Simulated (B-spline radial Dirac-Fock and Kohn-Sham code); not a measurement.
# Subshell cross sections of Pd⁵⁺, photon energy Al Kα (taken as 1486.9 eV)

System: the Pd⁵⁺ ion, [Kr] 4d5.

Level of theory: Dirac-Hartree-Slater photoionisation with all multipoles and Dirac-Fock thresholds; a B-spline atomic structure program. The asymmetry parameter β is from the dipole term alone. Kinetic energies are from the vacuum level. Open shells are spread statistically over j, without multiplet splitting.

| subshell | electrons | binding (eV) | kinetic (eV) | σ (kb) | β |
| --- | --- | --- | --- | --- | --- |
| 3s | 2 | 765.0 | 721.9 | 40.1 | 1.99 |
| 3p1/2 | 2 | 654.5 | 832.4 | 53.7 | 1.59 |
| 3p3/2 | 4 | 626.4 | 860.5 | 107 | 1.61 |
| 3d3/2 | 4 | 431.8 | 1055.1 | 89.5 | 1.24 |
| 3d5/2 | 6 | 426.5 | 1060.4 | 130 | 1.22 |
| 4s | 2 | 179.2 | 1307.7 | 8.82 | 1.99 |
| 4p1/2 | 2 | 141.5 | 1345.4 | 9.64 | 1.68 |
| 4p3/2 | 4 | 136.6 | 1350.3 | 18.9 | 1.70 |
| 4d3/2 | 2 | 81.77 | 1405.1 | 5.29 | 1.29 |
| 4d5/2 | 3 | 81.10 | 1405.8 | 7.66 | 1.26 |

Branching ratios of the spin-orbit partners (statistical value in brackets): 3p 1.99 (2.00), 3d 1.45 (1.50), 4p 1.96 (2.00), 4d 1.45 (1.50).

Values without a named source are computed, but for edge energies of neutral atoms, which are taken from tables.
